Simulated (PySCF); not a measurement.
Ionisation energy of P(2+) by level of theory

P(2+) [Ne] 3s2 3p1 (2P) → P(3+) [Ne] 3s2 (1S), as a difference of total energies. Calculation: PySCF 2.14, in an uncontracted even-tempered set (22 s from 0.01 bohr⁻², ratio 2.5; 15 p from 0.013 bohr⁻², ratio 2.5; 6 d from 0.46 bohr⁻², ratio 2.7; 5 f from 0.69 bohr⁻², ratio 2.7); scalar relativity by spin-free X2C-1e. Correlated levels: outer shells: 1s2 frozen; virtual orbitals above 40 to 60 times the deepest correlated orbital energy dropped. The calculations carry no spin-orbit coupling.

```json
{"method": "UHF", "ionisation energy (eV)": "29.571", "plus first-order spin-orbit estimate": "29.612", "error of that sum (eV)": "-0.591"}
{"method": "LDA", "ionisation energy (eV)": "30.197", "plus first-order spin-orbit estimate": "30.238", "error of that sum (eV)": "+0.035"}
{"method": "PBE", "ionisation energy (eV)": "30.236", "plus first-order spin-orbit estimate": "30.277", "error of that sum (eV)": "+0.074"}
{"method": "PBE0", "ionisation energy (eV)": "30.256", "plus first-order spin-orbit estimate": "30.297", "error of that sum (eV)": "+0.094"}
{"method": "r2SCAN", "ionisation energy (eV)": "30.359", "plus first-order spin-orbit estimate": "30.400", "error of that sum (eV)": "+0.197"}
{"method": "r2SCANh", "ionisation energy (eV)": "30.354", "plus first-order spin-orbit estimate": "30.395", "error of that sum (eV)": "+0.192"}
{"method": "r2SCAN0", "ionisation energy (eV)": "30.347", "plus first-order spin-orbit estimate": "30.388", "error of that sum (eV)": "+0.185"}
{"method": "MP2 (outer shells)", "ionisation energy (eV)": "29.922", "plus first-order spin-orbit estimate": "29.963", "error of that sum (eV)": "-0.240"}
{"method": "SCS-MP2 (outer shells)", "ionisation energy (eV)": "29.904", "plus first-order spin-orbit estimate": "29.945", "error of that sum (eV)": "-0.258"}
```

Reference: 30.203 eV (measured; NIST Atomic Spectra Database, ionization energies).

A first-order spin-orbit estimate (lowest level to lowest level, LS coupling) adds 0.041 eV.
